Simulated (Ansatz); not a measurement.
System: TeF3 (charge 0, doublet). It need not be the lowest isomer of its formula. 
Geometry from a B3LYP-D3(BJ)/def2-TZVP (Ansatz, a quantum-chemistry and plane-wave program) optimisation:
```xyz
4

Te    -0.0002    -0.2213     0.1277
F     -1.9117    -0.2539    -0.2983
F      0.0010     1.4032    -0.8097
F      1.9116     0.1291     0.3703
```
Charge 0, spin multiplicity 2.

Parts of the frozen-core correlation energy in def2-TZVPP (Ansatz, hartree). Frozen orbitals: 12; correlated occupied orbitals by spin: 14 and 13; virtual: 117 and 118. UHF or UKS for open shells. No spin-orbit coupling. Past Kr the def2 sets carry scalar-relativistic core potentials.

```csv
term,value
reference (HF),-565.43009
MP2 opposite-spin,-0.66114
MP2 same-spin,-0.23948
CCSD correlation,-0.89938
(T),-0.03109
T1 diagnostic,0.020
largest doubles amplitude,0.041
<S^2> of the reference,0.775
```
